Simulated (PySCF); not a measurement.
## Electron correlation in Gd⁴⁷⁺ (gadolinium, charge +47)

[Ne] 3s2 3p5, 2P determinant. Computed with PySCF 2.14 in an uncontracted even-tempered set (18 s from 10 bohr⁻², ratio 2.5; 12 p from 13 bohr⁻², ratio 2.5; 4 d from 56 bohr⁻², ratio 2.7; 4 f from 83 bohr⁻², ratio 2.7), with the spin-free X2C one-electron Hamiltonian (Gaussian nucleus). Frozen: 1s2; 15 electrons correlated; the 21 highest virtual orbitals of each spin left out.

```tsv
level	correlation energy (mhartree)
CCSD	-639.07
(T)	-0.87
CCSD(T)	-639.94
```

Diagnostics: T1 = 0.00038, D1 = 0.0017, largest double amplitude 0.018.

Spin-orbit coupling, absent here, splits the open shell strongly.

Cost of the coupled-cluster step: about 40 core-seconds, for 15 correlated electrons.

At this charge the one-electron X2C treatment keeps the bare 1/r₁₂, with no two-electron picture change or Breit term. The effect here is smaller than on the frozen 1s shell; and a scalar Hamiltonian misses the large spin-orbit splitting of the p shells, which matters for ns² → np² pairs.
